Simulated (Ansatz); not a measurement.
CH$_{5}$FGeO, SMILES `[CH3][GeH]([OH])[F]`. Total charge 0; spin multiplicity 1. Correlated methods include outer-core shells of Ge, which these sets cover unevenly. Scalar relativity is left out up to krypton.

```xyz
9

C     1.253   -0.332    0.289
Ge   -0.434    0.270   -0.409
O    -1.600    0.188    0.915
F    -0.966   -0.868   -1.620
H     1.117   -1.312    0.746
H     1.617    0.366    1.044
H     1.988   -0.407   -0.513
H    -0.490    1.635   -1.116
H    -2.485    0.460    0.664
```

(1) Give the diagnostics of a CCSD(T)/def2-TZVPP run (frozen core, Ansatz 0.2.0). (Best estimate.)

Answers

(1) Computed: T1 = 0.0114, largest single amplitude 0.014, largest double 0.021, (T) share of the correlation energy 3.3 %, 9 CCSD cycles. The RHF solution is stable towards an unrestricted one. T1 lies under the customary mark of 0.02 for closed shells.
